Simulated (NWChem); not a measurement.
System: C6H4F2; SMILES c1(cccc(c1)F)F

The following NWChem deck was run.

```
start job
memory heap 200 mb stack 900 mb global 1100 mb
geometry units angstroms
  F      2.338454     0.000000    -0.979861
  C      1.189559     0.000000    -0.310234
  C      1.213598     0.000000     1.080086
  C      0.000000     0.000000     1.765449
  C     -1.213598     0.000000     1.080086
  C     -1.189559     0.000000    -0.310234
  F     -2.338454     0.000000    -0.979861
  C      0.000000     0.000000    -1.029186
  H      2.172112     0.000000     1.600740
  H      0.000000     0.000000     2.857712
  H     -2.172112     0.000000     1.600740
  H      0.000000     0.000000    -2.119450
end
basis spherical
  * library def2-svp
end
dft
  xc slater vwn_5
  iterations 150
end
driver
  maxiter 120
end
task dft optimize
task dft freq
```

NWChem printed, in part:

```
             Northwest Computational Chemistry Package (NWChem) 7.3.0
             --------------------------------------------------------

 C2V symmetry detected

                             Geometry "geometry" -> ""
                             -------------------------

 Output coordinates in angstroms (scale by  1.889725989 to convert to a.u.)

  No.       Tag          Charge          X              Y              Z
 ---- ---------------- ---------- -------------- -------------- --------------
    1 F                    9.0000     2.33845400     0.00000000    -0.97913766
    2 C                    6.0000     1.18955900     0.00000000    -0.30951066
    3 C                    6.0000     1.21359800     0.00000000     1.08080934
    4 C                    6.0000     0.00000000     0.00000000     1.76617234
    5 C                    6.0000    -1.21359800     0.00000000     1.08080934
    6 C                    6.0000    -1.18955900     0.00000000    -0.30951066
    7 F                    9.0000    -2.33845400     0.00000000    -0.97913766
    8 C                    6.0000     0.00000000     0.00000000    -1.02846266
    9 H                    1.0000     2.17211200     0.00000000     1.60146334
   10 H                    1.0000     0.00000000     0.00000000     2.85843534
   11 H                    1.0000    -2.17211200     0.00000000     1.60146334
   12 H                    1.0000     0.00000000     0.00000000    -2.11872666

 Effective nuclear repulsion energy (a.u.)     343.0467443372

      Symmetry information
      --------------------

 Group name             C2v
 Group number             16
 Group order               4
 No. of unique centers     8

                                Z-matrix (autoz)
                                --------

 Units are Angstrom for bonds and degrees for angles

[...]

      ----------------------
      Optimization converged
      ----------------------

  Step       Energy      Delta E   Gmax     Grms     Xrms     Xmax
  ---- ---------------- -------- -------- -------- -------- --------
@    3    -427.04439324 -7.5D-07  0.00008  0.00002  0.00044  0.00141
                                     ok       ok       ok       ok

                                Z-matrix (autoz)
                                --------

 Units are Angstrom for bonds and degrees for angles

[...]

 Rotational Constants
 --------------------
 A=   0.125429 cm-1  (  0.180460 K)
 B=   0.058904 cm-1  (  0.084748 K)
 C=   0.040081 cm-1  (  0.057666 K)

 Temperature                      =   298.15K
 frequency scaling parameter      =   1.0000

 Zero-Point correction to Energy  =   51.836 kcal/mol  (  0.082607 au)
 Thermal correction to Energy     =   55.612 kcal/mol  (  0.088623 au)
 Thermal correction to Enthalpy   =   56.204 kcal/mol  (  0.089567 au)

 Total Entropy                    =   76.757 cal/mol-K
   - Translational                =   40.091 cal/mol-K (mol. weight = 114.0281)
   - Rotational                   =   26.701 cal/mol-K (symmetry #  =        2)
   - Vibrational                  =    9.965 cal/mol-K

 Cv (constant volume heat capacity) =   23.542 cal/mol-K
   - Translational                  =    2.979 cal/mol-K
   - Rotational                     =    2.979 cal/mol-K
   - Vibrational                    =   17.584 cal/mol-K

[normal modes left out]

 ----------------------------------------------------------------------------
 Normal Eigenvalue ||           Projected Infra Red Intensities
  Mode   [cm**-1]  || [atomic units] [(debye/angs)**2] [(KM/mol)] [arbitrary]
 ------ ---------- || -------------- ----------------- ---------- -----------
    1       -0.000 ||    0.000083           0.002         0.081       0.043
    2        0.000 ||    0.000064           0.001         0.062       0.033
    3        0.000 ||    0.000049           0.001         0.047       0.025
    4        0.000 ||    0.000263           0.006         0.256       0.136
    5        0.000 ||    0.000082           0.002         0.080       0.043
    6        0.000 ||    0.000000           0.000         0.000       0.000
    7      227.298 ||    0.000018           0.000         0.017       0.009
    8      242.472 ||    0.000000           0.000         0.000       0.000
    9      330.221 ||    0.002398           0.055         2.337       1.246
   10      458.245 ||    0.004127           0.095         4.023       2.144
   11      473.013 ||    0.001143           0.026         1.114       0.594
   12      504.482 ||    0.003565           0.082         3.475       1.852
   13      514.158 ||    0.003975           0.092         3.875       2.065
   14      619.938 ||    0.000000           0.000         0.000       0.000
   15      663.665 ||    0.013414           0.309        13.076       6.968
   16      740.155 ||    0.004110           0.095         4.006       2.135
   17      752.789 ||    0.033506           0.773        32.663      17.405
   18      833.595 ||    0.047765           1.102        46.564      24.813
   19      861.122 ||    0.000000           0.000         0.000       0.000
   20      947.899 ||    0.000132           0.003         0.128       0.068
   21      956.760 ||    0.027009           0.623        26.329      14.030
   22      991.103 ||    0.000335           0.008         0.326       0.174
   23     1043.979 ||    0.006399           0.148         6.238       3.324
   24     1088.352 ||    0.025067           0.578        24.437      13.022
   25     1144.865 ||    0.041036           0.947        40.004      21.317
   26     1235.709 ||    0.027380           0.632        26.692      14.223
   27     1332.662 ||    0.039431           0.910        38.439      20.483
   28     1438.827 ||    0.004554           0.105         4.439       2.366
   29     1485.882 ||    0.031954           0.737        31.151      16.599
   30     1508.827 ||    0.123623           2.852       120.514      64.219
   31     1656.241 ||    0.079401           1.832        77.404      41.247
   32     1665.633 ||    0.164869           3.804       160.722      85.645
   33     3121.460 ||    0.001957           0.045         1.907       1.016
   34     3141.771 ||    0.000021           0.000         0.020       0.011
   35     3145.426 ||    0.000743           0.017         0.725       0.386
   36     3150.886 ||    0.004540           0.105         4.426       2.358
 ----------------------------------------------------------------------------
```

Level: LDA (Slater exchange, VWN5)/def2-SVP.
